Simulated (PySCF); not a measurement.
This script is equivalent to a calculation on Mn²⁺ (manganese, charge +2).

```python
from pyscf import gto, scf, dft, mp, cc
import basis_set_exchange as bse
mol = gto.M(atom="Mn 0 0 0", charge=2, spin=5, symmetry="D2h",
            basis=gto.basis.parse(bse.get_basis("x2c-TZVPall", elements=["Mn"], fmt="nwchem", header=False)),
            nucmod="G")
mf = dft.UKS(mol, xc="B88,P86").sfx2c1e()
mf.irrep_nelec = {'Ag': (5, 3), 'B1g': (1, 0), 'B2g': (1, 0), 'B3g': (1, 0), 'B1u': (2, 2), 'B2u': (2, 2), 'B3u': (2, 2)}
mf.kernel()
```

(1) What total energy does it give?

(2) Which occupied shell lies highest, and where?

(3) What is ⟨S²⟩, and what would a pure spin state give?

## Answers

(1) -1157.829 hartree (calculated).

(2) 3d α, at -25.873 eV.

(3) 8.750, against 8.75.
